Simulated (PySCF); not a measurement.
## Deuteron quadrupole couplings in `C=C/C(C)=N\C[SiH3]`

Compound: C5H11NSi.
Geometry (GFN2-xTB, Å), atoms numbered from 1 in this order:
```
atom  x, y, z in Å
C1    -1.6922    1.9623    0.0834
C2    -0.7936    1.0865   -0.3525
C3    -0.7791   -0.3423   -0.0342
C4    -1.9477   -0.9076    0.7223
N5     0.1392   -1.1674   -0.3380
C6     1.3395   -0.8460   -1.0196
Si7    2.6733   -0.3350    0.2586
H8    -2.5119    1.6854    0.7238
H9    -1.6333    3.0050   -0.1830
H10    0.0119    1.4396   -0.9834
H11   -2.8761   -0.7176    0.1869
H12   -1.8112   -1.9788    0.8355
H13   -2.0164   -0.4522    1.7087
H14    1.6671   -1.7585   -1.5252
H15    1.2399   -0.0610   -1.7807
H16    3.9327   -0.1497   -0.4667
H17    2.7931   -1.3807    1.2700
H18    2.2561    0.9243    0.8823
```

Level: PBE0/pcSseg-1 (PySCF, non-relativistic); Q(2H) = 0.00286 b; rigid geometry, the same for H and D, with no vibrational averaging.

Question: Rank these positions by the coupling χzz of a deuteron there, largest first.
A. H13 (methyl hydrogen)
B. H17 (Si–H hydrogen)
C. H9 (vinylic hydrogen)
D. H15 (methylene hydrogen)
E. H10 (vinylic hydrogen)
F. H14 (methylene hydrogen)

Answer: C (224 kHz), E (217 kHz), A (211 kHz), F (204 kHz), D (199 kHz), B (111 kHz).

Question: Tabulate Vzz, the asymmetry η and χzz = 234.96 MHz × Q × Vzz for every hydrogen position.

Answer: 
```csv
atom,bonded to,bond length (Å),Vzz (au),η,χzz (kHz)
H8,C1,1.076,0.3351,0.04,225
H9,C1,1.078,0.3336,0.04,224
H10,C2,1.082,0.3223,0.07,217
H11,C4,1.088,0.3134,0.02,211
H12,C4,1.086,0.3149,0.01,212
H13,C4,1.089,0.3136,0.02,211
H14,C6,1.093,0.3036,0.05,204
H15,C6,1.098,0.2964,0.07,199
H16,Si7,1.465,0.1616,0.01,109
H17,Si7,1.460,0.1657,0.01,111
H18,Si7,1.466,0.1605,0.01,108
```

Question: Average by the element that carries the hydrogen.

Answer: on C: 213 kHz over 8 positions, mean bond length 1.086 Å; on Si: 109 kHz over 3 positions, mean bond length 1.464 Å.

Question: How does χzz go with the bond length over the 8 C–H bonds?

Answer: A straight-line fit has a slope of -12.2 kHz for each 0.01 Å, with a correlation coefficient of -0.99, over lengths from 1.076 to 1.098 Å. The longer bonds have the smaller couplings here.

Question: A static deuteron (I = 1) shows a doublet split by (3/2)χ, (3/4)χ(1 + η) and (3/4)χ(1 − η) with the field along z, y and x of the gradient. What are these for H18?

Answer: With |χ| = 107.9 kHz and η = 0.014: 162, 82 and 80 kHz, to first order and without motion.

The structure is a single GFN2-xTB conformer in the gas phase; no vibrational or solvent corrections. GFN2-xTB bond lengths can be off by several hundredths of an ångström, more for odd bonds, and the gradients follow them. A larger basis could move these couplings by a tenth or more.

These values come from a run that also computed NMR shieldings. On one thread, Arm Neoverse V2 (aarch64), shared host with 192 logical CPUs at a one-minute load of 99, this took 32 s of wall time (grids of density and orbitals included) and 0.82 GiB of memory at its peak.
